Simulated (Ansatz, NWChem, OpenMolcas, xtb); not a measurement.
## Ligand exchange: NaBr + SnH3(SH) → NaSH + SnH3Br

Species: NaBr, singlet; SnH3(SH), singlet; NaSH `[Na][SH]`, singlet; SnH3Br `[Br][SnH3]`, singlet. The partners trade Br for SH: Na–Br and Sn–SH bonds give way to Na–SH and Sn–Br.

Shapes, held fixed at every level: PBE0-D4/def2-TZVP. Programs: Ansatz 0.2.0, NWChem 7.3.0, OpenMolcas 26.06, xtb 6.7.1. A level may come from different programs for different species; with the same settings they agree closely. The zero-point and thermal change to 298 K, harmonic and unscaled (PBE0-D4/def2-TZVP), is -2.6 kJ/mol.

```
              level                    kind  ΔH(298 K) (kJ/mol)  less CCSD(T)/def2-TZVPP
           GFN1-xTB          semi-empirical               +55.8                     +1.6
        HF/def2-SVP            Hartree–Fock               +61.3                     +7.1
      HF/def2-TZVPP            Hartree–Fock               +59.5                     +5.3
  PBE-D4/def2-TZVPP                     GGA               +47.6                     -6.6
      PBE0/def2-SVP           global hybrid               +52.0                     -2.2
BHLYP-D4/def2-TZVPP           global hybrid               +54.7                     +0.5
 wB97M-V/def2-TZVPP  range-separated hybrid               +52.3                     -1.9
  B2PLYP/def2-TZVPP           double hybrid               +52.2                     -2.0
 CCSD(T)/def2-TZVPP   coupled cluster or CI               +54.2                      0.0
```

The highest level, CCSD(T)/def2-TZVPP, gives ΔH(298 K) = +54.2 kJ/mol; the levels span +47.6 to +61.3. The column of differences is taken from that level and isn't an error. No measured value is set beside it here. For atoms past krypton def2 sets carry core potentials with scalar relativity. Relativity is left out for Br. Outer-core shells of Br, Na, Sn are correlated, in sets that cover them unevenly.
